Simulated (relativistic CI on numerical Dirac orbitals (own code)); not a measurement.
# Radial parameters of Bi LV

These numbers are calculated, not measured: Dirac-Coulomb-Breit CI, KLI orbitals optimised for each configuration, QED by a radiative potential, unscaled Slater integrals (own radial code, finite nucleus).

Slater integrals F^k, G^k are unscaled and averaged over j, outside the closed core [Ar]; ζ comes from projecting the Hamiltonian with its Breit term on Σ l·s of the shell.

- 3d10 4p: ζ(4p) = 999470 cm⁻¹; <r>(4p) = 0.3392, <r^2>(4p) = 0.1306 (bohr units).
- 3d10 4d: ζ(4d) = 126130 cm⁻¹; <r>(4d) = 0.3342, <r^2>(4d) = 0.1279 (bohr units).
- 3d10 4f: ζ(4f) = 25032 cm⁻¹; <r>(4f) = 0.3042, <r^2>(4f) = 0.1038 (bohr units).

Averages of the first 10 configurations, taken without configuration mixing, which lowers the lowest level and can move excited configurations by several eV; other configurations of the list can lie among them:

| Configuration | Parity | States | Average energy above the lowest level (eV) |
| --- | --- | --- | --- |
| 3d10 4s | even | 2 | 0.1 |
| 3d10 4p | odd | 6 | 245.0 |
| 3d10 4d | even | 10 | 511.3 |
| 3d10 4f | odd | 14 | 724.8 |
| 3d10 5s | even | 2 | 1354.2 |
| 3d10 5p | odd | 6 | 1472.1 |
| 3d10 5d | even | 10 | 1599.8 |
| 3d10 5f | odd | 14 | 1696.5 |
| 3d10 5g | even | 18 | 1746.1 |
| 3d9 4p2 | even | 150 | 2625.8 |
